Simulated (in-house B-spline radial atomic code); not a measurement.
RPA and G0W0 for the mercury ion Hg⁷⁺, [Xe] 4f14 5d5, highest spin, as one setting changes: the share of exact exchange in the PBE hybrid start. A dash marks a level of low quasi-particle weight. Computed with a B-spline radial code for spherical atoms: all electrons, scalar-relativistic (spin-free one-electron X2C), finite nucleus, each spin shell either full or empty, empty states to l = 9 with an (l + 1/2)⁻⁴ tail; G0W0 by contour deformation at full frequency.

Without the two-electron picture change, the correlation of inner shells comes somewhat too large for so heavy an element.

```csv
share of exact exchange in the PBE hybrid start,mean-field level (eV),G0W0 level (eV),RPA correlation (Eh)
0,-108.40,5d up -118.04,-6.644
0.1,-109.43,5d up -118.05,-6.6025
0.2,-110.47,5d up -118.05,-6.5619
0.3,-111.51,5d up -118.05,-6.5222
0.4,?,?,?
0.5,-113.60,5d up -118.05,-6.4451
0.6,-114.65,5d up -118.04,-6.4077
0.7,?,?,?
0.8,-116.76,5d up -118.03,-6.335
0.9,-117.82,5d up -118.02,-6.2996
1,-118.88,5d up -118.00,-6.2649
```

Question: What belongs in the row for 0.7?

Answer: mean-field level (eV): -115.71; G0W0 level (eV): 5d up -118.04; RPA correlation (Eh): -6.371.

Question: What belongs in the row for 0.4?

Answer: mean-field level (eV): -112.56; G0W0 level (eV): 5d up -118.05; RPA correlation (Eh): -6.4833.

Question: At what share of exact exchange does G0W0 leave the highest level unchanged?

Answer: Near 0.92, where the shift changes sign (-0.195 eV at 0.9, +0.879 eV at 1).
